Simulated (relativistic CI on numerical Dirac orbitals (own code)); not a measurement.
# Line list: Electric-dipole lines, Ir68+

Method of calculation: Dirac-Coulomb-Breit CI, KLI orbitals optimised for each configuration, model QED (radiative potential, 1s self-energy scaled to tabulated hydrogen-like ionisation energies), unscaled Slater integrals (own radial code, finite nucleus).

Configurations in the expansion (outside the closed core 1s2): 2s2 2p5, 2s 2p6, 2p6 3s, 2s2 2p4 3s, 2p6 3p, 2s2 2p4 3p, 2p6 3d, 2s2 2p4 3d, 2s 2p5 3s, 2s 2p5 3p, 2s 2p5 3d, 2s2 2p4 4s, 2s2 2p4 4p, 2s2 2p4 4d, 2s2 2p4 4f, 2s2 2p3 3s2, 2s2 2p3 3s 3p, 2s 2p5 4s, 2s2 2p4 5s, 2s 2p5 4p, 2s2 2p3 3s 3d, 2s2 2p4 5p, 2s2 2p3 3p2, 2s2 2p4 5d, 2s2 2p4 5f, 2s2 2p4 5g, 2s 2p5 4d, 2s 2p5 4f, 2s2 2p3 3p 3d, 2s 2p4 3s2, 2s2 2p3 3d2, 2s 2p4 3s 3p, 2s 2p4 3s 3d, 2s 2p4 3p2, 2s 2p5 5s, 2s 2p4 3p 3d. Levels of other configurations are missing.

| λ vac (Å) | Lower | Upper | A (s⁻¹) | E lower (Ry) | E upper (Ry) |
| --- | --- | --- | --- | --- | --- |
| 0.9337 | 2s2 2p5 2P°_3/2 [1] | 2s2 2p4 4d 2D_5/2 [114] | 8.18e+14 | 0.00 | 975.94 |
| 1.0603 | 2s2 2p5 2P°_1/2 [2] | 2s2 2p4 3d 2D_3/2 [127] | 1.53e+15 | 122.84 | 982.28 |
| 1.0628 | 2s2 2p5 2P°_3/2 [1] | 2s2 2p4 3d 2P_3/2 [55] | 1.95e+15 | 0.00 | 857.39 |
| 1.0633 | 2s2 2p5 2P°_3/2 [1] | 2s2 2p4 3d 2F_5/2 [54] | 1.58e+15 | 0.00 | 856.99 |
| 1.0635 | 2s2 2p5 2P°_3/2 [1] | 2s2 2p4 3d 4P_1/2 [53] | 1.90e+15 | 0.00 | 856.85 |
| 1.0659 | 2s 2p6 2S_1/2 [3] | 2s 2p5 3d 2P°_3/2 [139] | 1.89e+15 | 160.39 | 1015.30 |
| 1.0839 | 2s2 2p5 2P°_3/2 [1] | 2s 2p5 3p 2D_5/2 [39] | 6.30e+14 | 0.00 | 840.73 |
| 1.2241 | 2s2 2p5 2P°_3/2 [1] | 2s2 2p4 3d 2D_5/2 [25] | 1.27e+15 | 0.00 | 744.45 |
| 1.2248 | 2s2 2p5 2P°_1/2 [2] | 2s2 2p4 3d 2P_1/2 [63] | 3.56e+15 | 122.84 | 866.84 |
| 1.2256 | 2s2 2p5 2P°_1/2 [2] | 2s2 2p4 3d 2D_3/2 [62] | 3.34e+15 | 122.84 | 866.38 |
| 1.2269 | 2s 2p6 2S_1/2 [3] | 2s 2p5 3d 2P°_3/2 [85] | 2.54e+15 | 160.39 | 903.13 |
| 1.2287 | 2s2 2p5 2P°_3/2 [1] | 2s2 2p4 3d 2P_3/2 [24] | 2.35e+15 | 0.00 | 741.66 |
| 1.2288 | 2s2 2p5 2P°_3/2 [1] | 2s2 2p4 3d 2D_5/2 [23] | 1.93e+15 | 0.00 | 741.57 |
| 1.2344 | 2s 2p6 2S_1/2 [3] | 2s 2p5 3d 2P°_1/2 [82] | 3.35e+15 | 160.39 | 898.63 |
| 1.2371 | 2s 2p6 2S_1/2 [3] | 2s 2p5 3d 2D°_3/2 [81] | 9.49e+14 | 160.39 | 896.98 |
| 3.1783 | 2s2 2p4 3p 2D°_5/2 [8] | 2s2 2p4 4d 2F_7/2 [106] | 1.24e+14 | 684.75 | 971.46 |
| 3.5640 | 2s2 2p4 3p 4D°_7/2 [10] | 2s2 2p4 4d 4F_9/2 [111] | 1.59e+14 | 719.17 | 974.86 |
| 3.5642 | 2s2 2p4 3p 2D°_5/2 [11] | 2s2 2p4 4d 2F_7/2 [110] | 1.24e+14 | 719.18 | 974.85 |
| 3.5721 | 2s2 2p4 3p 2P°_3/2 [14] | 2s2 2p4 4d 2D_5/2 [126] | 1.40e+14 | 725.05 | 980.16 |
| 3.6878 | 2s2 2p4 3d 2G_7/2 [52] | 2s2 2p4 4f 2H°_9/2 [227] | 3.07e+14 | 855.28 | 1102.38 |
| 3.6912 | 2s2 2p4 3d 4D_3/2 [15] | 2s2 2p4 4f 2F°_5/2 [118] | 1.75e+14 | 730.55 | 977.43 |
| 3.6922 | 2s2 2p4 3d 2D_3/2 [19] | 2s2 2p4 4f 2F°_5/2 [128] | 2.96e+14 | 735.53 | 982.33 |
| 3.6938 | 2s2 2p4 3d 4D_5/2 [16] | 2s2 2p4 4f 2F°_5/2 [118] | 1.36e+14 | 730.72 | 977.43 |
| 3.6942 | 2s2 2p4 3d 4D_5/2 [16] | 2s2 2p4 4f 2G°_7/2 [117] | 2.30e+14 | 730.72 | 977.40 |
| 3.6953 | 2s2 2p4 3d 2F_7/2 [17] | 2s2 2p4 4f 2G°_9/2 [116] | 3.06e+14 | 730.74 | 977.35 |
| 3.6996 | 2s 2p5 3d 2F°_7/2 [73] | 2s 2p5 4f 2G_9/2 [265] | 3.02e+14 | 886.70 | 1133.01 |
| 3.6999 | 2s2 2p4 3d 4F_5/2 [51] | 2s2 2p4 4f 4G°_7/2 [225] | 2.60e+14 | 854.78 | 1101.08 |
| 3.7852 | 2s2 2p4 3d 4D_7/2 [56] | 2s2 2p4 4f 4G°_9/2 [232] | 3.10e+14 | 861.89 | 1102.63 |
| 3.7861 | 2s 2p5 3d 4F°_9/2 [78] | 2s 2p5 4f 4G_11/2 [272] | 3.19e+14 | 893.87 | 1134.56 |
| 3.7877 | 2s2 2p4 3d 2G_9/2 [59] | 2s2 2p4 4f 2H°_11/2 [235] | 3.19e+14 | 863.39 | 1103.98 |
| 3.7903 | 2s2 2p4 3d 2F_7/2 [20] | 2s2 2p4 4f 2G°_9/2 [122] | 2.81e+14 | 738.54 | 978.96 |
| 3.7913 | 2s2 2p4 3d 4F_9/2 [21] | 2s2 2p4 4f 4G°_11/2 [121] | 3.19e+14 | 738.58 | 978.93 |
| 3.7989 | 2s2 2p4 3d 2F_5/2 [57] | 2s2 2p4 4f 4D°_7/2 [234] | 2.82e+14 | 862.97 | 1102.85 |
| 3.7992 | 2s 2p5 3d 2F°_7/2 [83] | 2s 2p5 4f 2G_9/2 [283] | 3.18e+14 | 901.46 | 1141.32 |
| 3.8031 | 2s2 2p4 3d 2F_7/2 [61] | 2s2 2p4 4f 2G°_9/2 [240] | 2.68e+14 | 864.61 | 1104.23 |
| 3.8049 | 2s2 2p4 3d 2D_5/2 [25] | 2s2 2p4 4f 2F°_7/2 [129] | 3.11e+14 | 744.45 | 983.95 |
| 3.8075 | 2s 2p5 3d 4D°_7/2 [79] | 2s 2p5 4f 4F_9/2 [275] | 2.76e+14 | 895.49 | 1134.83 |
| 3.8365 | 2s2 2p4 3d 2D_5/2 [23] | 2s2 2p4 4f 2F°_7/2 [123] | 2.35e+14 | 741.57 | 979.09 |
| 3.8370 | 2s2 2p4 3d 2P_3/2 [24] | 2s2 2p4 4f 2D°_5/2 [125] | 2.11e+14 | 741.66 | 979.15 |
| 8.3440 | 2s2 2p4 4f 2G°_9/2 [116] | 2s2 2p4 5g 2H_11/2 [186] | 9.45e+13 | 977.35 | 1086.56 |
| 8.3473 | 2s2 2p4 4f 2G°_7/2 [117] | 2s2 2p4 5g 2H_9/2 [187] | 8.19e+13 | 977.40 | 1086.57 |
| 8.4287 | 2s2 2p4 4f 4G°_11/2 [121] | 2s2 2p4 5g 4H_13/2 [191] | 9.66e+13 | 978.93 | 1087.05 |
| 8.4305 | 2s2 2p4 4f 2G°_9/2 [122] | 2s2 2p4 5g 2H_11/2 [192] | 8.86e+13 | 978.96 | 1087.05 |
| 8.4354 | 2s2 2p4 4f 2F°_7/2 [129] | 2s2 2p4 5g 2G_9/2 [204] | 9.61e+13 | 983.95 | 1091.98 |
| 20.127 | 2s2 2p4 3s 4P_5/2 [4] | 2s2 2p4 3p 4D°_7/2 [10] | 2.34e+12 | 673.90 | 719.17 |

Terms are leading LS components. Brackets give the number of a level in order of energy, since labels repeat. The list gives strong lines, with weight on those to low levels, without lines whose two gauges differ by over a factor of 2.5, among the lowest 384 of 1520 levels, so that lines to higher ones, which can be the strongest, are missing. Levels whose partners in the same complex of configurations lie outside the list can be far off, and so can their lines. Rates are taken at the computed energies, electric ones in the length gauge.

At this charge energies of transitions that change n are usually good to better than 1 %, and those within a shell (Δn = 0) to a few per cent.

LS names give the leading component of a level, which can be under half, so a name can repeat, a term be missing and a line seem to break the LS rules.
